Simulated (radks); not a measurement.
Task: The nitrogen anion N3-, [Ne], held by a Watson sphere: a shell of charge +3 at radius R that stands for the Madelung well of a crystal (potential energy -3/R inside, -3/r outside, in hartree with lengths in bohr). Calculated with a radial shooting solver on a logarithmic mesh with Libxc functionals: non-relativistic Kohn-Sham, r2SCAN, spin-polarised, spherical densities, point nucleus; meta-GGA in the generalised Kohn-Sham scheme.

| R (bohr) | e(1s) (eV) | e(2s) (eV) | e(2p) (eV) | <r> 2p (bohr) | sum of <r^2> (bohr^2) | X-ray form factor at sin(theta)/lambda = 0.2 1/angstrom |
|---|---|---|---|---|---|---|
| 2.44 | -382.94 | -17.603 | -6.357 | 1.919 | 34.45 | 4.887 |
| 2.88 | -383.18 | -16.217 | -5.236 | 2.092 | 40.84 | 4.681 |
| 2.93 | -383.19 | -16.090 | -5.127 | 2.112 | 41.61 | 4.664 |
| 3.16 | -383.23 | -15.574 | -4.668 | 2.202 | 45.25 | 4.600 |
| 3.8 | -383.21 | -14.603 | -3.697 | 2.452 | 56.48 | 4.516 |

Estimate the row for R = 1.73 bohr.

Result: e(1s) (eV) -381.63; e(2s) (eV) -21.079; e(2p) (eV) -8.842; <r> 2p (bohr) 1.628; sum of <r^2> (bohr^2) 25.10; X-ray form factor at sin(theta)/lambda = 0.2 1/angstrom 5.501.
